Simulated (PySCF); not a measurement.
A species of formula C2H5GeNO has this rotational fingerprint, computed with PySCF 2.14.0, PBE0-D3(BJ)/def2-SVP geometry optimisation, gas phase:

| Property | Result |
| --- | --- |
| Rotational constants | A = 24638, B = 1091, C = 1066 MHz |
| Dipole components | \|μa\| = 4.39 D, \|μb\| = 2.27 D, \|μc\| = 0.00 D |
| Inertial defect | -9.65 u·Å² |
| κ | -1.00 |

Question: Which candidate fits, each taken in the one conformer that was computed?
A. `[H][Ge]([H])([CH3])[N]=C=O` (GeH2Me(NCO))
B. `[N:1]#[C:2][CH2:3][O:4][GeH3:5]` with C2–C3–O4–Ge5 180°
C. `[CH3:1][O:2][GeH2:3][C:4]#[N:5]` with C1–O2–Ge3–C4 58°

Answer: B. It is N#CC[O][GeH3], a near-prolate asymmetric top, point group Cs. The candidates at the same level (rigid rotor, commonest isotopes):

| SMILES | A (MHz) | B (MHz) | C (MHz) | μa (D) | μb (D) | μc (D) | Δ (u·Å²) | point group | rotor |
| --- | --- | --- | --- | --- | --- | --- | --- | --- | --- |
| C[O][GeH2][C]#N | 4734 | 2492 | 1736 | 2.39 | 1.52 | 1.09 | -18.50 | C1 | asymmetric top |
| [H][Ge]([H])([CH3])[N]=C=O | 9315 | 1488 | 1315 | 3.48 | 0.44 | 0.03 | -9.74 | near Cs | near-prolate asymmetric top |
| N#CC[O][GeH3] | 24638 | 1091 | 1066 | 4.39 | 2.27 | 0.00 | -9.65 | Cs | near-prolate asymmetric top |

`C[O][GeH2][C]#N` has B 128 % too high; `[H][Ge]([H])([CH3])[N]=C=O` has A 62 % too low. In the right answer the mirror of this Cs structure is the ab plane, so μc vanishes by symmetry. No structure here is proved a minimum.
